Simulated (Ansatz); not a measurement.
System: C₂H₇BN, net charge 0, doublet state. It need not be the lowest isomer of its formula. 
Coordinates optimised at B3LYP-D3(BJ)/def2-TZVP (Ansatz, a first-principles code):
```
B
N 1 1.3791
H 2 1.0078 1 136.33
C 1 1.5915 2 120.22 3 -93.15
H 4 1.0893 1 114.17 2 5.34
H 4 1.0941 5 108.38 1 122.57
H 4 1.0943 5 108.66 6 115.35
C 1 1.5917 2 120.15 3 92.59
H 8 1.0894 1 114.17 2 -7.81
H 8 1.0940 9 108.76 1 122.43
H 8 1.0942 9 108.27 10 115.36
```
Charge 0, spin multiplicity 2.

Wanted: atomisation energy (electronic, to ground-state atoms), in kcal/mol. Correlated levels leave the core frozen unless marked. UHF or UKS for open shells. Spin-orbit coupling is left out. Non-relativistic. The coupled-cluster limit lacks core correlation, which all-electron functionals hold. Basis-set limits of correlation are two-point, X^-3; Hartree-Fock from the larger set.

| level | program | atomisation energy (kcal/mol) |
|---|---|---|
| B2GP-PLYP-D3(BJ)/def2-TZVPD | Ansatz + dftd3 | 978.5 |
| B2GP-PLYP-D4/def2-TZVPD | Ansatz + dftd4 | 977.8 |
| RPA@PBE/cc-pVTZ | Ansatz | ___ |
| SCS-MP2/6-31G | Ansatz | 852.3 |
| CCSD(T)/CBS(aug-cc-pVTZ,aug-cc-pVQZ) | Ansatz | 984.3 |

Q: What belongs in the gaps?

A: 
- RPA@PBE/cc-pVTZ, atomisation energy (kcal/mol): 925.8
